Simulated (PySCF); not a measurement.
dibromo-chloro-fluoromethane (CBr2ClF), SMILES FC(Br)(Cl)Br.

Geometry optimised at TPSSh-D3(BJ)/def2-SVP.

Two levels are set side by side: TDA-PBE/def2-SVPD (PySCF) and TDA-LC-ωPBE/def2-SVPD (PySCF). Vertical, same geometry. The lowest singlet is HOMO→LUMO 97 % with PBE and HOMO→LUMO 85 % with the other functional; states are paired by order. Differences are taken from unrounded values.

| quantity | TDA-LC-ωPBE | TDA-PBE | TDA-PBE minus TDA-LC-ωPBE |
|---|---|---|---|
| lowest singlet excitation (eV) | 5.31 | 4.24 | -1.06 |
| lowest triplet excitation (TDA) (eV) | 4.53 | 3.82 | -0.72 |

Functionals without exact exchange tend to place singlet excitations lower, as here. Differences between two approximate levels are no errors against the true value.

Rough cost on one machine, each run with all the roots and properties that it gave: TDA-LC-ωPBE against TDA-PBE about 3 times.
